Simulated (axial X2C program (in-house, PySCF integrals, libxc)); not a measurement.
Which molecule has these constants?

All values come from calculations with an in-house relativistic program for diatomic molecules, spin-free (one-electron X2C) or two-component (2c: spin–orbit coupling with atomic mean-field Coulomb and Gaunt terms, which also bring small scalar terms), in Dyall basis sets with cores contracted in-house; open shells are unrestricted.

A two-component PBE0 calculation in a Dyall 3-zeta basis gave Re = 2.533 Å, ωe = 294.2 cm⁻¹, De = 1.93 eV, Ω = 0.

Question: Which molecule is it?
A. CaF⁻
B. CaCl⁻
C. CaBr⁻

Answer: B. The others have CaF⁻ 1.992 Å and 520.2 cm⁻¹ (Ω = 0); CaBr⁻ 2.714 Å and 217.8 cm⁻¹ (Ω = 0).

Each entry is the lowest single determinant of a limited PBE0 search at one distance. De goes to single-determinant-based atoms at the same level (for ions the charge split of lowest energy) and is withheld (n/a) where an atom does not fit its ground term or J level. Main or longest-lived isotopes.
